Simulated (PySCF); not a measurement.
Match each property card to its molecule.

Structures:
1. `CC(=O)[SiH]1CC1`
2. `C=C/C(OC)=P\C1CC1`
3. `C[SiH2]NC(C)=O`

Card P (geometry PBE0-D3(BJ)/def2-SVP):
- Rotational constants A, B, C: 5.424, 1.896, 1.601 GHz
- Static isotropic polarisability (B3LYP/def2-SVPD): 81.1 au
- Lowest triplet excitation (Tamm–Dancoff) (TDA B3LYP/def2-SVPD): 2.94 eV
- HOMO energy (B3LYP/def2-SVPD): -6.77 eV
- Lowest singlet excitation (TDDFT B3LYP/def2-SVPD): 3.56 eV (349 nm, f = 0.001)

Card Q (geometry PBE0-D3(BJ)/def2-SVP):
* Rotational constants A, B, C: 2.189, 0.932, 0.686 GHz
* Static isotropic polarisability (CAM-B3LYP/def2-SVPD): 122.6 au
* Lowest singlet excitation (TDDFT CAM-B3LYP/def2-SVPD): 4.15 eV (299 nm, f = 0.345)
* Lowest triplet excitation (Tamm–Dancoff) (TDA CAM-B3LYP/def2-SVPD): 2.08 eV
* Dipole moment (CAM-B3LYP/def2-SVPD): 0.53 D
* Point group: C1
* Strongest line among the 10 lowest singlet transitions (TDDFT CAM-B3LYP/def2-SVPD): S1 at 4.15 eV (299 nm, f = 0.345)

Card R (geometry PBE0-D3(BJ)/def2-SVP):
* Rotational constants A, B, C: 5.808, 1.681, 1.477 GHz
* Static isotropic polarisability (PBE0/def2-SVPD): 75.0 au
* HOMO energy (PBE0/def2-SVPD): -7.60 eV
* Vertical ionisation energy (ΔSCF PBE0/def2-SVPD): 9.66 eV
* Strongest line among the 10 lowest singlet transitions (TDDFT PBE0/def2-SVPD): S4 at 6.96 eV (178 nm, f = 0.159)

Each SMILES stands for a single optimised conformer of the isolated species, non-relativistic unless stated; the electronic structure was computed with PySCF and density fitting.

Q: Which card belongs to which structure?

A: P = 1, Q = 2, R = 3. What ties each card to its structure:
- 1 (card P), C4H8OSi, monoisotopic mass 100.0 u, 6 heavy atoms: an asymmetric top with C = 1.601 GHz, the highest such constant on the cards; polarisability 81.1 au for 54 electrons.
- 2 (card Q), C7H11OP, monoisotopic mass 142.1 u, 9 heavy atoms: an asymmetric top with C = 0.686 GHz, the lowest such constant on the cards; polarisability 122.6 au for 76 electrons; dipole 0.53 D.
- 3 (card R), C3H9NOSi, monoisotopic mass 103.0 u, 6 heavy atoms: an asymmetric top with C = 1.477 GHz; polarisability 75.0 au for 56 electrons.
